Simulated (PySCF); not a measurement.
C4H13FN2Si.
Numbering: `[CH3:1][CH2:2][CH2:3][CH2:4][NH:5][Si@H:6]([NH2:7])[F:8]` (hydrogens: H9, H10, H11 on C1; H12, H13 on C2; H14, H15 on C3; H16, H17 on C4; H18 on N5; H19 on Si6; H20, H21 on N7)

Computed by this run: PySCF 2.14.0, PBE0-D3(BJ)/def2-SVP geometry optimisation, gas phase; density fitting, grid level 1; the optimiser is geomeTRIC in internal coordinates, started from a GFN2-xTB structure with every atom displaced at random (about 0.01 Å).

Step 3: E = -17913.8983 eV
```
atom  x, y, z in Å  |  force x, y, z in eV/Å
C1     -3.3831    0.7124   -0.0494   -0.065  -0.007   0.058
C2     -2.3298   -0.3323    0.2823    0.053   0.079  -0.033
C3     -0.9249    0.0806   -0.1352    0.036  -0.078   0.097
C4      0.1357   -0.9701    0.1781   -0.065   0.032   0.086
N5      1.4776   -0.6115   -0.2153   -0.180   0.285   0.001
Si6     2.6831    0.0319    0.8091    0.125  -0.280  -0.066
N7      3.9813    0.5577   -0.1841   -0.279   0.137  -0.106
F8      3.3263   -1.1296    1.7469    0.121  -0.078   0.131
H9     -3.4174    0.9116   -1.1319   -0.006   0.011  -0.019
H10    -3.1719    1.6701    0.4552    0.004  -0.033  -0.017
H11    -4.3897    0.3896    0.2616    0.039   0.012  -0.015
H12    -2.5884   -1.2881   -0.2038   -0.011  -0.039  -0.038
H13    -2.3392   -0.5418    1.3655    0.001   0.009   0.045
H14    -0.9048    0.2921   -1.2173   -0.016   0.024  -0.100
H15    -0.6432    1.0252    0.3626   -0.004   0.009   0.008
H16     0.1327   -1.1767    1.2625   -0.009   0.016   0.013
H17    -0.1520   -1.9281   -0.2920   -0.001  -0.028  -0.014
H18     1.6180   -0.5528   -1.2160    0.133  -0.118  -0.056
H19     2.1272    0.9806    1.8128   -0.097   0.024  -0.028
H20     3.8498    1.3290   -0.8266    0.020   0.048  -0.041
H21     4.9084    0.5803    0.2142    0.200  -0.027   0.095
```

Step 4: E = -17913.9335 eV
```
atom  x, y, z in Å  |  force x, y, z in eV/Å
C1     -3.3633    0.7429   -0.1537   -0.172  -0.007   0.154
C2     -2.3372   -0.2848    0.2952    0.140   0.184  -0.139
C3     -0.9230    0.0759   -0.1451    0.093  -0.167   0.272
C4      0.1306   -0.9473    0.2754   -0.425  -0.111   0.069
N5      1.4677   -0.6322   -0.1393   -0.151   0.337   0.338
Si6     2.7408   -0.0917    0.8544    0.562  -0.540  -0.527
N7      3.8265    0.7248   -0.1960   -0.678   0.298  -0.017
F8      3.6788   -1.3123    1.3866    0.080  -0.164   0.231
H9     -3.3728    0.8330   -1.2501   -0.010   0.032  -0.051
H10    -3.1450    1.7427    0.2607    0.020  -0.072  -0.036
H11    -4.3848    0.4732    0.1663    0.096   0.007  -0.033
H12    -2.6035   -1.2742   -0.1069   -0.023  -0.107  -0.069
H13    -2.3619   -0.3986    1.3902   -0.007   0.042   0.112
H14    -0.8887    0.1810   -1.2378   -0.028   0.045  -0.243
H15    -0.6360    1.0607    0.2635   -0.012   0.020   0.009
H16     0.1042   -1.0550    1.3740    0.060   0.061   0.012
H17    -0.1670   -1.9421   -0.1032   -0.017  -0.055  -0.040
H18     1.6405   -0.6909   -1.1334    0.079  -0.026  -0.118
H19     2.2424    0.5105    2.1104   -0.208   0.155   0.007
H20     3.5384    1.5923   -0.6293    0.040   0.080  -0.100
H21     4.8091    0.7220   -0.0027    0.558  -0.014   0.170
```

Step 5: E = -17913.9666 eV
```
atom  x, y, z in Å  |  force x, y, z in eV/Å
C1     -3.3702    0.7452   -0.1628   -0.114  -0.004   0.099
C2     -2.3431   -0.2799    0.2894    0.093   0.115  -0.093
C3     -0.9265    0.0744   -0.1446    0.075  -0.098   0.167
C4      0.1182   -0.9503    0.2887   -0.239  -0.057   0.165
N5      1.4622   -0.6353   -0.1142   -0.071   0.242   0.068
Si6     2.7705   -0.1134    0.8448    0.322  -0.386  -0.264
N7      3.8329    0.7437   -0.1990   -0.478   0.160   0.037
F8      3.7196   -1.3337    1.3632    0.055  -0.087   0.112
H9     -3.3802    0.8345   -1.2599   -0.007   0.024  -0.034
H10    -3.1513    1.7450    0.2492    0.014  -0.047  -0.025
H11    -4.3899    0.4742    0.1579    0.065   0.004  -0.022
H12    -2.6090   -1.2721   -0.1101   -0.016  -0.067  -0.041
H13    -2.3721   -0.3873    1.3862   -0.003   0.027   0.070
H14    -0.8865    0.1757   -1.2403   -0.021   0.030  -0.153
H15    -0.6392    1.0605    0.2613   -0.007   0.010   0.005
H16     0.0876   -1.0490    1.3879    0.030   0.048   0.012
H17    -0.1799   -1.9467   -0.0878    0.023  -0.026  -0.032
H18     1.6315   -0.7019   -1.1098    0.063  -0.030  -0.107
H19     2.2700    0.4800    2.1084   -0.128   0.116   0.001
H20     3.5301    1.6126   -0.6208    0.022   0.046  -0.069
H21     4.8210    0.7535   -0.0087    0.324  -0.017   0.106
```

Question: Estimate the geometry and energy of step 6. (The exact step hangs on the optimiser's Hessian estimate; all steps are aligned on step 5, rigid shifts and turns removed.)

Answer: E = -17913.9922 eV, largest force 0.132 eV/Å
```
atom  x, y, z in Å  |  force x, y, z in eV/Å
C1     -3.3640    0.7543   -0.1646    0.016  -0.003  -0.015
C2     -2.3229   -0.2471    0.3084   -0.024  -0.018   0.005
C3     -0.9169    0.0613   -0.1827   -0.005   0.007  -0.044
C4      0.1203   -0.9481    0.2908   -0.029  -0.069  -0.047
N5      1.4601   -0.6606   -0.1610    0.106   0.078  -0.004
Si6     2.7797   -0.1895    0.8076    0.062  -0.023   0.028
N7      3.8012    0.8150   -0.1374    0.063  -0.014   0.088
F8      3.7745   -1.3999    1.2714   -0.032   0.044  -0.038
H9     -3.4174    0.7846   -1.2650    0.001   0.003   0.005
H10    -3.1228    1.7722    0.1802    0.001   0.017   0.002
H11    -4.3681    0.5057    0.2100   -0.012  -0.004   0.006
H12    -2.6085   -1.2621   -0.0226    0.003   0.014   0.013
H13    -2.3185   -0.2837    1.4129   -0.006  -0.004  -0.013
H14    -0.9078    0.0968   -1.2890    0.003  -0.001   0.035
H15    -0.6087    1.0671    0.1539    0.006  -0.002   0.001
H16     0.1233   -0.9711    1.3945   -0.002   0.020  -0.012
H17    -0.1921   -1.9638   -0.0203    0.015   0.010   0.007
H18     1.6328   -0.7742   -1.1550   -0.113  -0.022   0.020
H19     2.1998    0.3188    2.0828    0.032   0.005  -0.004
H20     3.4602    1.6901   -0.5179    0.002  -0.040  -0.013
H21     4.7915    0.8640    0.0820   -0.087   0.001  -0.020
```

The energy changes by -0.0257 eV. The first-order estimate −F·Δx gives -0.0577 eV and the mean of the old and new forces, exact on a quadratic surface, -0.0263 eV. The step makes an angle of 83° with the force vector and moves no atom by more than 0.178 Å.

What follows is the cost of the whole optimisation. On AMD EPYC 9R45, one thread, shared host with 96 logical CPUs at a one-minute load of 20, this took 96 s and 0.91 GiB of memory at its peak.
